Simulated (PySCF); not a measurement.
## Computed properties of Be(H)(NH2) (BeH₃N), SMILES [BeH][NH2]

BeH₃N, SMILES [NH2][BeH]. Geometry: TPSSh-D3(BJ)/def2-TZVPD. Other conformers were not sampled. All values are computed for the isolated molecule unless a solvent is named; none is compared with measurement here.

**Structure.** The optimised structure has C2v symmetry. All 9 harmonic modes at TPSSh-D3(BJ)/def2-TZVPD (PySCF) are real, so it is a minimum.

**Vibrations.** The strongest infrared lines (harmonic, unscaled, degenerate partners summed) lie at 2156 cm⁻¹ (182 km/mol, H 85 %, Be 15 %), 709 cm⁻¹ (179 km/mol, H 62 %, Be 23 %, N 15 %), 419 cm⁻¹ (150 km/mol, H 78 %, N 20 %). The softest mode is at 419 cm⁻¹ and the zero-point energy is 20.2 kcal/mol.

**Electronic structure.** r2SCAN/def2-TZVPD (PySCF) places the frontier levels at -6.35 and -0.32 eV, a gap of 6.03 eV, and gives a dipole moment of 1.55 D and a mean polarisability of 28.8 bohr³.

**Excitations.** TDA-CAM-B3LYP/def2-TZVPD (PySCF) has S1 at 5.86 eV (211 nm, f = 0.000, dark); the most intense of the 10 singlets computed lies at 8.59 eV (f = 0.30). T1 (TDA) is at 5.73 eV, 0.13 eV under S1. No vertical singlet excitation falls in the visible range (under 3.1 eV).

**NMR.** GIAO shifts at HF/pcSseg-2 (PySCF) (non-relativistic, atoms alike by connectivity averaged): ¹H from 1.3 to 3.7 ppm against TMS.
